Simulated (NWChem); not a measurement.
System: C4H9O2, doublet; SMILES COC[C](C)O

NWChem input:

```
start job
memory heap 200 mb stack 900 mb global 1100 mb
geometry units angstroms noautosym nocenter noautoz
  C     -0.124617     2.598282     0.009538
  O      0.298261     1.288696    -0.309038
  C     -0.659470     0.285477     0.021804
  C      0.011729    -1.040660    -0.154727
  C     -0.746215    -2.317824    -0.043593
  O      1.303741    -1.098336     0.306025
  H      0.692173     3.274424    -0.255969
  H     -0.347197     2.704042     1.083145
  H     -1.022318     2.881643    -0.561212
  H     -1.555059     0.362038    -0.615647
  H     -0.992495     0.447499     1.071504
  H     -1.686333    -2.261141    -0.604000
  H     -0.155916    -3.150469    -0.443345
  H     -0.997593    -2.574602     1.001994
  H      1.645566    -0.186871     0.238612
end
basis spherical
  * library def2-tzvp
end
dft
  odft
  mult 2
  xc bhlyp
  iterations 150
  semidirect filesize 400000000
end
property
  hyperfine
end
task dft property
```

NWChem printed, in part:

```
             Northwest Computational Chemistry Package (NWChem) 7.3.0
             --------------------------------------------------------

                             Geometry "geometry" -> ""
                             -------------------------

 Output coordinates in angstroms (scale by  1.889725989 to convert to a.u.)

  No.       Tag          Charge          X              Y              Z
 ---- ---------------- ---------- -------------- -------------- --------------
    1 C                    6.0000    -0.12461700     2.59828200     0.00953800
    2 O                    8.0000     0.29826100     1.28869600    -0.30903800
    3 C                    6.0000    -0.65947000     0.28547700     0.02180400
    4 C                    6.0000     0.01172900    -1.04066000    -0.15472700
    5 C                    6.0000    -0.74621500    -2.31782400    -0.04359300
    6 O                    8.0000     1.30374100    -1.09833600     0.30602500
    7 H                    1.0000     0.69217300     3.27442400    -0.25596900
    8 H                    1.0000    -0.34719700     2.70404200     1.08314500
    9 H                    1.0000    -1.02231800     2.88164300    -0.56121200
   10 H                    1.0000    -1.55505900     0.36203800    -0.61564700
   11 H                    1.0000    -0.99249500     0.44749900     1.07150400
   12 H                    1.0000    -1.68633300    -2.26114100    -0.60400000
   13 H                    1.0000    -0.15591600    -3.15046900    -0.44334500
   14 H                    1.0000    -0.99759300    -2.57460200     1.00199400
   15 H                    1.0000     1.64556600    -0.18687100     0.23861200

 Effective nuclear repulsion energy (a.u.)     249.8643609610

                              NWChem Property Module
                              ----------------------

  itol2e modified to match energy
  convergence criterion.

                                 NWChem DFT Module
                                 -----------------

 Summary of "ao basis" -> "ao basis" (spherical)
 ------------------------------------------------------------------------------
       Tag                 Description            Shells   Functions and Types
 ---------------- ------------------------------  ------  ---------------------
 C                         def2-tzvp                11       31   5s3p2d1f
 O                         def2-tzvp                11       31   5s3p2d1f
 H                         def2-tzvp                 4        6   3s1p

  itol2e modified to match energy
  convergence criterion.

            General Information
            -------------------
          SCF calculation type: DFT
          Wavefunction type:  spin polarized.
          No. of atoms     :    15
          No. of electrons :    49
           Alpha electrons :    25
            Beta electrons :    24
          Charge           :     0
          Spin multiplicity:     2
          Use of symmetry is: off; symmetry adaption is: off
          Maximum number of iterations: 150
          AO basis - number of functions:   240
                     number of shells:   102
          Convergence on energy requested:  1.00D-07
          Convergence on density requested:  1.00D-05
          Convergence on gradient requested:  5.00D-04

              XC Information
              --------------
                        BHLYP Method XC Functional
                     Hartree-Fock (Exact) Exchange  0.500
                        Slater Exchange Functional  0.500 local
                    Becke 1988 Exchange Functional  0.500 non-local
              Lee-Yang-Parr Correlation Functional  1.000

             Grid Information
             ----------------
          Grid used for XC integration:  fine
          Radial quadrature: Mura-Knowles
          Angular quadrature: Lebedev.
          Tag              B.-S. Rad. Rad. Pts. Rad. Cut. Ang. Pts.
          ---              ---------- --------- --------- ---------
          C                   0.70       70          14.0       590
          O                   0.60       70          12.0       590
          H                   0.35       60          15.0       590
          Grid pruning is: on
          Number of quadrature shells:   960
          Spatial weights used:  Erf1

      Superposition of Atomic Density Guess
      -------------------------------------

 Sum of atomic energies:        -304.75221011

      Non-variational initial energy
      ------------------------------

 Total energy =    -308.139200
 1-e energy   =    -908.509218
 2-e energy   =     350.505657
 HOMO         =      -0.087762
 LUMO         =       0.073813

------------------------------------------------------------
EAF file 0: "./job.aoints.0" size=1425539072 bytes
------------------------------------------------------------
               write      read    awrite     aread      wait
               -----      ----    ------     -----      ----
     calls:     2719         0         0         0         0
   data(b): 1.43e+09  0.00e+00  0.00e+00  0.00e+00
   time(s): 0.00e+00  0.00e+00  0.00e+00  0.00e+00  0.00e+00
rate(mb/s): 0.00e+00  0.00e+00
------------------------------------------------------------

[...]

          ----------------------
          Hyperfine Interactions
          ----------------------

 Total Spin Density (Fermi Contact Term)
 ------------------ --------------------
     Atom            x         y         z       Density (a.u.)      Aiso(MHz)     Aiso(Gauss)
     1  13-C     -0.23549   4.91004   0.01802      -0.001401         -1.574727      -0.561901
     2  17-O      0.56363   2.43528  -0.58400       0.018404        -11.156441      -3.980889
     3  13-C     -1.24622   0.53947   0.04120      -0.021584        -24.264422      -8.658135
     4  13-C      0.02216  -1.96656  -0.29239       0.195208        219.450824      78.305379
     5  13-C     -1.41014  -4.38005  -0.08238      -0.021286        -23.929977      -8.538796
     6  17-O      2.46371  -2.07555   0.57830       0.041638        -25.240977      -9.006593
     7   1-H      1.30802   6.18776  -0.48371      -0.000091         -0.407006      -0.145230
     8   1-H     -0.65611   5.10990   2.04685       0.000127          0.568389       0.202815
     9   1-H     -1.93190   5.44552  -1.06054      -0.000018         -0.081242      -0.028989
    10   1-H     -2.93864   0.68415  -1.16340       0.004712         21.063700       7.516039
    11   1-H     -1.87554   0.84565   2.02485       0.020992         93.833043      33.481906
    12   1-H     -3.18671  -4.27294  -1.14139       0.002994         13.382684       4.775266
    13   1-H     -0.29464  -5.95352  -0.83780       0.008289         37.049757      13.220252
    14   1-H     -1.88518  -4.86529   1.89349       0.024561        109.783702      39.173489
    15   1-H      3.10967  -0.35313   0.45091      -0.001769         -7.905106      -2.820734

           -------------------------------------------
           Anisotropic Interaction (Spin-Dipolar Term)
           -------------------------------------------

 ------------------------------------------------------------
     Atom            x         y         z
 ------------------------------------------------------------
     1  13-C     -0.23549   4.91004   0.01802

   Spin-Dipolar term (a.u.)
        xx             yy             zz             xy             xz             yz
 ------------------------------------------------------------------------------------------
      -0.003449       0.003784      -0.000335      -0.000321      -0.001233       0.002018

   Principal Comp. of -hf- tensor (au)            Anisotropic -hfcc- (MHz)               Anisotropic -hfcc- (Gauss)
 --------------------------------------------------------------------------------------------------------------------------
     -0.003897     0.004681    -0.000783      -0.522999     0.628126    -0.105127      -0.186619     0.224131    -0.037512

   Orientation of the principal axis of Hyperfine Tensor w.r.t absolute (molecular) frame
 --------------------------------------------------------------------------------------------------------------------------
      0.933806    -0.095461    -0.344809
     -0.053933     0.915176    -0.399430
      0.353691     0.391587     0.849448

 ------------------------------------------------------------
     Atom            x         y         z
 ------------------------------------------------------------
     2  17-O      0.56363   2.43528  -0.58400

   Spin-Dipolar term (a.u.)
        xx             yy             zz             xy             xz             yz
 ------------------------------------------------------------------------------------------
       0.002669       0.021089      -0.023758       0.022747      -0.004859       0.000649

   Principal Comp. of -hf- tensor (au)            Anisotropic -hfcc- (MHz)               Anisotropic -hfcc- (Gauss)
 --------------------------------------------------------------------------------------------------------------------------
     -0.011144     0.036498    -0.025354       0.806398    -2.640994     1.834597       0.287742    -0.942371     0.654629

   Orientation of the principal axis of Hyperfine Tensor w.r.t absolute (molecular) frame
 --------------------------------------------------------------------------------------------------------------------------
      0.775355     0.561208     0.289602
     -0.540593     0.826876    -0.155033
     -0.326471    -0.036351     0.944508

 ------------------------------------------------------------
     Atom            x         y         z
 ------------------------------------------------------------
     3  13-C     -1.24622   0.53947   0.04120

   Spin-Dipolar term (a.u.)
        xx             yy             zz             xy             xz             yz
 ------------------------------------------------------------------------------------------
      -0.014217       0.044595      -0.030378      -0.005967       0.006139       0.009233

   Principal Comp. of -hf- tensor (au)            Anisotropic -hfcc- (MHz)               Anisotropic -hfcc- (Gauss)
 --------------------------------------------------------------------------------------------------------------------------
     -0.012267     0.046164    -0.033898      -1.646050     6.194827    -4.548777      -0.587351     2.210465    -1.623114

   Orientation of the principal axis of Hyperfine Tensor w.r.t absolute (molecular) frame
 --------------------------------------------------------------------------------------------------------------------------
      0.939266    -0.086382    -0.332140
      0.043280     0.989892    -0.135055
      0.340449     0.112478     0.933511

 ------------------------------------------------------------
     Atom            x         y         z
 ------------------------------------------------------------
     4  13-C      0.02216  -1.96656  -0.29239

   Spin-Dipolar term (a.u.)
        xx             yy             zz             xy             xz             yz
 ------------------------------------------------------------------------------------------
      -0.492185      -0.540141       1.032326       0.008753      -0.318742      -0.034669

   Principal Comp. of -hf- tensor (au)            Anisotropic -hfcc- (MHz)               Anisotropic -hfcc- (Gauss)
 --------------------------------------------------------------------------------------------------------------------------
     -0.556345    -0.540719     1.097064     -74.656181   -72.559342   147.215522     -26.639137   -25.890934    52.530070

   Orientation of the principal axis of Hyperfine Tensor w.r.t absolute (molecular) frame
 --------------------------------------------------------------------------------------------------------------------------
      0.974611     0.106942    -0.196714
     -0.113395     0.993311    -0.021808
      0.193066     0.043561     0.980218

 ------------------------------------------------------------
     Atom            x         y         z
 ------------------------------------------------------------
     5  13-C     -1.41014  -4.38005  -0.08238

   Spin-Dipolar term (a.u.)
        xx             yy             zz             xy             xz             yz
 ------------------------------------------------------------------------------------------
       0.000898       0.015698      -0.016596       0.013494      -0.001995      -0.005304

   Principal Comp. of -hf- tensor (au)            Anisotropic -hfcc- (MHz)               Anisotropic -hfcc- (Gauss)
 --------------------------------------------------------------------------------------------------------------------------
     -0.007000     0.024447    -0.017447      -0.939393     3.280612    -2.341219      -0.335198     1.170602    -0.835404

   Orientation of the principal axis of Hyperfine Tensor w.r.t absolute (molecular) frame
 --------------------------------------------------------------------------------------------------------------------------
      0.865234     0.501211    -0.012601
     -0.492767     0.854755     0.163016
      0.092476    -0.134837     0.986543

 ------------------------------------------------------------
     Atom            x         y         z
 ------------------------------------------------------------
     6  17-O      2.46371  -2.07555   0.57830

   Spin-Dipolar term (a.u.)
        xx             yy             zz             xy             xz             yz
 ------------------------------------------------------------------------------------------
      -0.370857      -0.352420       0.723277       0.010762      -0.131420       0.037128

   Principal Comp. of -hf- tensor (au)            Anisotropic -hfcc- (MHz)               Anisotropic -hfcc- (Gauss)
 --------------------------------------------------------------------------------------------------------------------------
     -0.392272    -0.347730     0.740001      28.384503    25.161492   -53.545994      10.128279     8.978231   -19.106510

   Orientation of the principal axis of Hyperfine Tensor w.r.t absolute (molecular) frame
 --------------------------------------------------------------------------------------------------------------------------
      0.924203     0.363502    -0.117112
     -0.362248     0.931512     0.032581
      0.120934     0.012312     0.992584

 ------------------------------------------------------------
     Atom            x         y         z
 ------------------------------------------------------------
     7   1-H      1.30802   6.18776  -0.48371

[...]
```

Level: BHandHLYP/def2-TZVP, spin-unrestricted, contact and dipolar terms. All runs use the structure optimised with B3LYP/6-31G* (spherical d), spin-unrestricted. No stability test was run on the SCF state.
